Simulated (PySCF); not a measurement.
CH₃F₃Si, SMILES F[SiH](CF)F.

Coordinates come from a ωB97X-D3(BJ)/def2-SVP optimisation. The values are those of a single conformer.

These are SMD-M06-2X/def2-SVP (PySCF) values and carry that method's errors.

Solvation free energies are E(SMD) − E(gas) at the gas-phase geometry, for 1 M in both phases. In vacuum the dipole moment is 3.03 D.

| solvent | ΔG(solv) (kcal/mol) | its non-electrostatic (CDS) part | dipole (D) |
|---|---|---|---|
| water | -1.9 | 4.0 | 3.75 |
| benzene | … | … | … |
| dimethylsulfoxide | -3.9 | 1.9 | 3.74 |

Problem. Fill in the missing entries. (Estimate from the structure and the level; the computed values follow.)

Solution. 
- benzene, ΔG(solv) (kcal/mol): -2.4
- benzene, its non-electrostatic (CDS) part: 0.2
- benzene, dipole (D): 3.34
